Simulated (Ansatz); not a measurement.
`[F][Sb]([SiH3])[Cl]` + HCl → `[SiH3][Sb]([Cl])[Cl]` + H–F  (ligand exchange at the Sb–F bond)

Gas-phase electronic energies from Ansatz, PBE0-D4/def2-TZVP geometries. CCSD(T)/CBS is the MP2 limit (def2-TZVPP, def2-QZVPP) plus CCSD(T) − MP2 in def2-TZVPP, frozen cores. This one scheme is used for every species. Functionals use def2-TZVPP. def2 core potentials past Kr. For Sb outer-core shells are correlated without core-valence functions, which leaves a few kJ/mol of doubt a bond.

```json
{"level": "LC-ωPBE", "ΔE (eV)": "-0.22"}
{"level": "MP2/def2-QZVPP", "ΔE (eV)": "-0.44"}
```

(1) What does CCSD(T)/CBS give? (Best estimate.)

Largest T1 diagnostic among the species: 0.014.

## Answers

(1) Ansatz gave: -0.37 eV. The listed levels differ from it by 0.15, -0.07 eV.

The D4 term adds −0.08 eV with B3LYP and −0.04 eV with PBE0; it sums over pairs of atoms, weighted by their polarisabilities, and B3LYP, whose exchange is more repulsive, gets the larger term. At CCSD(T), def2-SVP lies +0.09 eV from the extrapolated value and def2-TZVPP +0.03 eV.

B3LYP here is the variant with VWN-RPA as its local correlation; programs differ in this.
